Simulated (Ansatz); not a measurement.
Isomers of Ag4O3⁻ (doublet), relaxed with PBE-D4/def2-SVPD; total energies from Ansatz at RPA@PBE/def2-TZVPD.

```
isomer                                                                        description  energy (Eh)
     A                                            point group Cs; 7 × Ag–O 2.05 to 2.19 Å   -812.60662
     B                  point group Cs; 6 × Ag–O 1.99 to 2.12 Å; 2 × Ag–Ag 2.69 to 2.98 Å   -812.58987
     C  point group Cs; 5 × Ag–O 2.05 to 2.36 Å; 2 × Ag–Ag 2.64 to 2.90 Å; 1 × O–O 1.33 Å   -812.55987
     D                                           point group C2v; 6 × Ag–O 1.98 to 2.02 Å   -812.56739
     E  point group Cs; 4 × Ag–Ag 2.69 to 2.90 Å; 4 × Ag–O 2.00 to 2.24 Å; 1 × O–O 1.35 Å   -812.58946
```

In the def2 sets Ag takes a core potential; there is no spin–orbit coupling. Correlated methods freeze 3 core orbitals; core or outer-core shells of Ag are correlated, in sets that lack core-valence functions.

The isomers come from a short search, and lower ones may exist.

Work out the relative energies (1 Eh = 2625.5 kJ/mol) and the Boltzmann populations at 1200 K from electronic energies alone (R = 8.314 J/mol/K).

ΔE: A 0.0, B 44.0, C 122.7, D 103.0, E 45.1 kJ/mol. RT = 9.98 kJ/mol. Factors exp(−ΔE/RT): A 1, B 0.0122, C 4.58e-06, D 3.29e-05, E 0.0109; sum 1.023. Populations: A 97.7 %, B 1.2 %, C 0.0 %, D 0.0 %, E 1.1 %. Zero-point energy, vibrational entropy and symmetry numbers are left out and can shift these; an error of 4 kJ/mol changes a ratio by a factor of 1.5. Over the other density-functional and correlated levels in def2 sets, the gap between A and B ranges from 12 to 118 kJ/mol.
